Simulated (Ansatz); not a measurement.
Reaction (SMILES): [Cl][Ge] (Cl-Ge) → Cl atom + Ge atom
B3LYP-D3(BJ)/def2-TZVP geometries, fixed; electronic energies without zero-point terms.

Energies in hartree at wB97M-V with Ansatz (a program for electronic structure); the atomisation energy is their sum with the coefficients shown, times 627.509 kcal/mol a hartree. All functions are spherical. The program fits the integrals of some runs and decomposes those of others, by size. Open shells are unrestricted. The functional holds VV10 correlation; no added dispersion term, no relativity.

```
species           coefficient     part  cc-pV(D+d)Z  cc-pV(T+d)Z  cc-pV(Q+d)Z
----------------  -----------  -------  -----------  -----------  -----------
[Cl][Ge] (Cl-Ge)           -1  wB97M-V  -2537.04594  -2537.13177  -2537.13835
Cl atom                    +1  wB97M-V   -460.11785   -460.13357   -460.13722
Ge atom                    +1  wB97M-V  -2076.77955  -2076.84644  -2076.84891
```

Predict the atomisation energy in cc-pV(5+d)Z (X = 5): let each wB97M-V step shrink by the ratio of the last two. Compare with the run.


- [Cl][Ge] (Cl-Ge): steps -0.08583 and -0.00658, ratio 0.077, so wB97M-V -2537.13886 (run: -2537.14249).
- Cl atom: steps -0.01572 and -0.00365, ratio 0.232, so wB97M-V -460.13807 (run: -460.13830).
- Ge atom: steps -0.06689 and -0.00247, ratio 0.037, so wB97M-V -2076.84900 (run: -2076.85204).
Predicted 95.25 kcal/mol; the run in cc-pV(5+d)Z gives 95.48, a miss of -0.23. Keeping the value in cc-pV(Q+d)Z, 95.52, would miss by 0.04. All sums are of the energies as printed.
